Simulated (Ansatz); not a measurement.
Basis-set extrapolation for H₅NO₂Si₂ (PBE0-D4/def2-TZVP geometry, frozen core, the Gaussian-basis code of Ansatz). Multiplicity 1, RHF reference.

```csv
,def2-TZVPP,def2-QZVPP
HF,-785.267753,-785.297256
MP2 correlation,-0.913229,-0.986230
CCSD(T) correlation,-0.976397,not run
```

Energies in hartree. Use E(X) = E(∞) + A·exp(−7.88·√X) for Hartree–Fock and E(X) = E(∞) + B·X^(−2.97) for correlation, with X = 3 and 4, and add CCSD(T) minus MP2 of the smaller set to the MP2 limit.

Problem. What is the CCSD(T) energy at the basis-set limit?

Solution. HF limit: -785.297256 + (-0.029503) × 0.13774 = -785.30132. MP2 limit: -0.986230 + (-0.073001) × 0.74074 = -1.04030. Higher-order term: -0.976397 − (-0.913229) = -0.06317. Total: -786.40479 hartree, 421.8 kJ/mol below CCSD(T)/def2-TZVPP.
